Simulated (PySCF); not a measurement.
## Dipole response of B (boron, neutral)

[He] 2s2 2p1, 2P determinant. All numbers are calculated (PySCF 2.14, scalar relativity by spin-free X2C-1e, in aug-cc-pCVTZ-DK). Coupled (time-dependent) response in atomic units; α is the mean over directions.

```json
{"method": "UHF", "mean α (bohr³)": "22.18", "α xx, yy, zz": "20.45, 25.63, 20.45", "C₆ (like pair)": "106.3", "S(−4)": "419.0"}
{"method": "PBE", "mean α (bohr³)": "23.51", "α xx, yy, zz": "20.59, 29.33, 20.59", "C₆ (like pair)": "115.6", "S(−4)": "386.6"}
{"method": "PBE0", "mean α (bohr³)": "22.47", "α xx, yy, zz": "20.06, 27.28, 20.06", "C₆ (like pair)": "109.5", "S(−4)": "334.0"}
{"method": "PBEsol", "mean α (bohr³)": "23.85", "α xx, yy, zz": "20.81, 29.93, 20.81", "C₆ (like pair)": "118.2", "S(−4)": "396.0"}
{"method": "M06", "mean α (bohr³)": "22.68", "α xx, yy, zz": "20.01, 28.01, 20.01", "C₆ (like pair)": "105.8", "S(−4)": "396.5"}
```

S(−4) is the Cauchy moment in α(ω) = α(0) + S(−4) ω² + …

Reference α: 20.5 ± 0.1 bohr³ (recommended; Schwerdtfeger and Nagle, table of static dipole polarizabilities (2023 update)). Published C₆: 99.50 (Chu and Dalgarno (2004); Tang, Norbeck and Certain (1976)).

α(iu) at PBE:

| u (hartree) | α(iu) (bohr³) |
| --- | --- |
| 0 | 23.51 |
| 0.0500 | 22.60 |
| 0.100 | 20.38 |
| 0.200 | 15.11 |
| 0.300 | 10.88 |
| 0.500 | 6.021 |
| 0.750 | 3.360 |
| 1.00 | 2.130 |
| 1.50 | 1.077 |
| 2.00 | 0.6520 |
| 3.00 | 0.3165 |
| 5.00 | 0.1271 |

The components differ because the open shell of this determinant is not spherical; for a pure term their mean is the scalar polarisability.
